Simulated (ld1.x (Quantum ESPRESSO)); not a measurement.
## Which setting gave this result? (lithium (Li), TM)

Base potential:

* Element: Li
* Generator: ld1.x (Quantum ESPRESSO) 7.5
* Type: norm-conserving Troullier–Martins (Kleinman–Bylander form)
* Functional: PBEsol
* Relativity: scalar-relativistic
* Frozen core: [He]
* Valence charge: 1
* Reference configuration: 2s1 2p0
* Partial waves: 2s (bound): rc 2.15 bohr; 2p (bound, empty): rc 4.20 bohr; 3d channel at 0.2 Ry: rc 3.35 bohr
* Local potential: the d channel
* Core correction: a·sin(br)/r model core inside 1.35 bohr

Cutoffs, loose and tight: the cutoffs (Ry, on a coarse ladder) from which the occupation-weighted sum of valence levels, in a spherical-Bessel basis at the reference potential, stays within 10 and 1 mRy of its value at 400 Ry. They do not see the model core or the augmentation charge, which bear on the density cutoff. Test errors are all-electron minus pseudo excitation energies from the reference, over the configurations 2s0.5 2p0; 2s0 2p1; variants that change the core or the reference have their own tests.

Only the scale of all radii but the core radius (base = 1) is moved:

| scale of all radii but the core radius (base = 1) | cutoff, loose | cutoff, tight | bound ghosts | largest test error (meV) | median size of the test errors |
| --- | --- | --- | --- | --- | --- |
| 0.77 | 12 Ry | 25 Ry | none | +1.1 | 0.7 meV |
| 0.83 | 6 Ry | 18 Ry | none | -2.1 | 1.6 meV |
| 0.9 | 6 Ry | 8 Ry | none | -4.0 | 2.5 meV |
| 0.97 | 6 Ry | 6 Ry | none | -6.2 | 3.6 meV |
| 1.03 | 6 Ry | 6 Ry | none | -8.6 | 4.8 meV |
| 1.09 | 6 Ry | 6 Ry | none | -10 | 5.6 meV |
| 1.18 | 6 Ry | 6 Ry | none | -13 | 6.9 meV |
| 1.33 | 6 Ry | 6 Ry | none | -19 | 9.7 meV |
| 1.4 | 6 Ry | 6 Ry | none | -22 | 11.0 meV |

Question: One more run gave cutoff, loose: 6 Ry; cutoff, tight: 6 Ry; bound ghosts: none; largest test error (meV): -15; median size of the test errors: 7.9 meV. Which value of the scale of all radii but the core radius (base = 1) was used?

Answer: 1.25. The median size of the test errors moves one way along this sweep, from 0.7 meV at 0.77 to 11.0 meV at 1.4, which places the run between 1.18 and 1.33.
